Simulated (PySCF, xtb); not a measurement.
1,2-dihydrosiline (C₅H₈Si), SMILES C1=CC=CC[SiH2]1.

xtb with GFN2-xTB at its own geometry gives an orbital gap of 3.19 eV and a dipole moment of 0.50 D.

Coordinates come from a B3LYP-D3(BJ)/def2-SVP optimisation. The values are those of a single conformer.

Problem. What does PBE/def2-TZVP run with PySCF give? (An estimate is asked for; the answer gives what the named calculation found.)

Solution. gap 3.32 eV (levels -5.53 and -2.21 eV), dipole 0.81 D.
